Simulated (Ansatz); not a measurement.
Gas-phase electronic energies from Ansatz, PBE0-D4/def2-TZVP geometries. CCSD(T)/CBS adds triple-zeta CCSD(T) − MP2 to the extrapolated MP2 energy (def2 sets, frozen cores). This one scheme is used for every species. DFT in def2-TZVPP. One conformer a species, not always the lowest.

Consider the hydrogenolysis of a B–N bond: `NB(O[SiH3])O[SiH3]` + H₂ → `[SiH3]OBO[SiH3]` + NH₃.

Is it downhill or uphill in electronic energy at CCSD(T)/CBS, and by how much? (Estimate.)

Computed: Uphill: ΔE = +18.2 kcal/mol.

What do these levels give: r2SCAN-D4, B2PLYP, PBE, r2SCAN0, MP2/def2-TZVPP, SCS-MP2/def2-QZVPP? (Estimate.)

Computed: r2SCAN-D4 20.0, B2PLYP 17.6, PBE 17.1, r2SCAN0 19.4, MP2/def2-TZVPP 19.0, SCS-MP2/def2-QZVPP 17.9 kcal/mol.

What do rigid-rotor, harmonic-oscillator terms from PBE0-D4/def2-TZVP frequencies (298.15 K, 1 bar) make of the CCSD(T)/CBS value? (An estimate is asked.)

Ansatz gave: ΔZPE = +3.7 kcal/mol, ΔH = +21.4 kcal/mol, ΔS = 24 J/(mol·K), ΔG = +19.6 kcal/mol. Modes under 50 cm⁻¹ make the entropy rough.

Largest T1 diagnostic among the species: 0.013.

In def2-TZVPP, CCSD(T) changes the Hartree–Fock value by +2.1 kcal/mol (the triples alone add +0.5 kcal/mol) and MP2 by +3.1 kcal/mol. At CCSD(T), def2-SVP lies +1.1 kcal/mol from the extrapolated value and def2-TZVPP −0.1 kcal/mol.
